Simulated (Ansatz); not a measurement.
Gas-phase electronic energies from Ansatz, PBE0-D4/def2-TZVP geometries. CCSD(T)/CBS adds triple-zeta CCSD(T) − MP2 to the extrapolated MP2 energy (def2 sets, frozen cores). This one scheme is used for every species. Functionals use def2-TZVPP. B3LYP here is the variant with VWN-RPA as its local correlation; programs differ in this. Each species was taken in one conformer, which may not be the lowest.

`O[SiH](F)S[SiH2]Cl` + H₂ → `F[SiH2]S[SiH2]Cl` + H₂O  (hydrogenolysis of the Si–O bond)

| level | ΔE (kcal/mol) | difference from CCSD(T)/CBS |
| --- | --- | --- |
| PBE-D4 | 21.7 | -0.7 |
| r2SCAN-D4 | 24.4 | 2.0 |
| PBE0-D4 | 21.5 | -0.9 |
| B3LYP-D4 | 23.4 | 1.0 |
| ωB97X-V | 22.8 | 0.4 |
| ωB97M-V | 23.4 | 1.0 |
| B2PLYP | 22.6 | 0.2 |
| PBE | 20.5 | -1.9 |
| r2SCAN | 24.1 | 1.7 |
| PBE0 | 20.5 | -1.9 |
| B3LYP | 21.5 | -0.9 |
| HF/def2-TZVPP | 21.2 | -1.2 |
| MP2/def2-TZVPP | 23.8 | 1.4 |
| SCS-MP2/def2-TZVPP | 23.0 | 0.6 |
| CCSD/def2-TZVPP | 21.8 | -0.6 |
| CCSD(T)/def2-TZVPP | 22.4 | 0.0 |
| HF/def2-QZVPP | 21.2 | -1.2 |
| MP2/def2-QZVPP | 23.7 | 1.3 |
| SCS-MP2/def2-QZVPP | 22.9 | 0.5 |
| HF/CBS(def2) | 21.3 | -1.1 |
| MP2/CBS(def2) | 23.7 | 1.3 |
| CCSD/CBS(def2) | 21.8 | -0.6 |
| CCSD(T)/CBS | 22.4 | 0 |

Largest T1 diagnostic among the species: 0.011.

In def2-TZVPP, CCSD(T) changes the Hartree–Fock value by +1.2 kcal/mol (the triples alone add +0.6 kcal/mol) and MP2 by +2.6 kcal/mol. The D4 term adds +1.9 kcal/mol with B3LYP and +1.0 kcal/mol with PBE0; it sums over pairs of atoms, weighted by their polarisabilities, and B3LYP, whose exchange is more repulsive, gets the larger term.
